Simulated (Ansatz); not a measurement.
Job for Ansatz (a quantum-chemistry and plane-wave program): U-CCSD(T)/def2-SVP on BiCl3 (SMILES [Cl][Bi]([Cl])[Cl]), a point of a bond scan (R = 3.308 Å). Elements past Kr take the def2 small-core potentials; no spin–orbit coupling. The run froze 24 orbitals, filled d shells among them.

Ansatz 0.2 input:
```yaml
crystal:
  periodic: [false, false, false]
  atoms:
    - {symbol: Bi, position_ang: [0.00034813, 0.00075578, 0.45198192]}
    - {symbol: Cl, position_ang: [-2.52278185, -1.42082245, -1.14690949]}
    - {symbol: Cl, position_ang: [0.02324247, 2.14208345, -0.73918069]}
    - {symbol: Cl, position_ang: [1.84369489, -1.09350832, -0.73517245]}
basis:
  gaussian:
    orbitals: def2-SVP
correlation: {method: ccsd_t, electrons: outside_noble_gas}
scf: {omitted_lower_state_checks: [cluster_reference]}
magnetization: {spin_polarized: true, initial_magnetization: 0}
```

It printed:

```
WARN ansatz: RAYON_NUM_THREADS=6 ignored (pool sized by the plan → 6); use --threads N
Functional definition: HF
these checks for a lower state are left out or cut short: cluster_reference
integrals: 0.11 GiB planned
807 factors; integrals over basis functions are off by at most 2.3e-4 eV
mean field: 0.41 GiB planned
mean field evaluation 1: about -43307.7590 eV, gradient 2.1e1 eV
mean field evaluation 2: about -43307.7695 eV, gradient 2.1e1 eV
mean field evaluation 4: about -43311.2437 eV, gradient 1.4e0 eV
mean field evaluation 8: about -43311.2854 eV, gradient 1.7e-3 eV
mean field evaluation 16: about -43311.5549 eV, gradient 1.8e0 eV
mean field evaluation 32: about -43311.6168 eV, gradient 3.4e-1 eV
mean field evaluation 64: about -43311.0077 eV, gradient 2.3e-2 eV
mean field evaluation 96: about -43311.5754 eV, gradient 1.1e0 eV
mean field evaluation 128: about -43311.2284 eV, gradient 1.4e0 eV
mean field -43311.62513140 eV, -1591.6728659050 hartree, gradient 1.2e-6 eV, S^2 0.689328; 15 other end points of the search recorded, 0 dependent functions left out
24 core orbitals not correlated
reference -43311.62513140 eV, -1591.6728659050 hartree; 13, 13 occupied and 43, 43 virtual orbitals, 807 factors
second order -12.23955902 eV of doubles, -0.00000000 eV of singles
coupled cluster: 0.32 GiB planned
cycle   1  -13.11215418 eV  change   -8.7e-1 eV  update   1.1e-1
cycle   2  -13.46120538 eV  change   -3.5e-1 eV  update   4.8e-2
cycle   3  -13.59011936 eV  change   -1.3e-1 eV  update   4.3e-2
cycle   4  -13.64461252 eV  change   -5.4e-2 eV  update   3.1e-2
cycle   5  -13.68638622 eV  change   -4.2e-2 eV  update   2.0e-2
cycle   6  -13.71458954 eV  change   -2.8e-2 eV  update   9.8e-3
cycle   7  -13.73658153 eV  change   -2.2e-2 eV  update   5.4e-3
cycle   8  -13.73772711 eV  change   -1.1e-3 eV  update   2.9e-3
cycle   9  -13.74272746 eV  change   -5.0e-3 eV  update   1.4e-3
cycle  10  -13.74261105 eV  change    1.2e-4 eV  update   6.0e-4
cycle  11  -13.74233973 eV  change    2.7e-4 eV  update   2.9e-4
cycle  12  -13.74287067 eV  change   -5.3e-4 eV  update   1.3e-4
cycle  13  -13.74278107 eV  change    9.0e-5 eV  update   6.0e-5
cycle  14  -13.74275534 eV  change    2.6e-5 eV  update   2.7e-5
cycle  15  -13.74274060 eV  change    1.5e-5 eV  update   2.0e-5
coupled cluster: 0.32 GiB planned
perturbative correction -0.40249222 eV, -0.0147913164 hartree
Total energy: -43325.77036422 eV, -1592.1926936231 hartree
Checks for a lower state left out: cluster_reference
```

Self-consistency was reached. Its determinant has ⟨S²⟩ = 0.69, a mixture of spin states.

Cost: roughly 40 core-seconds.
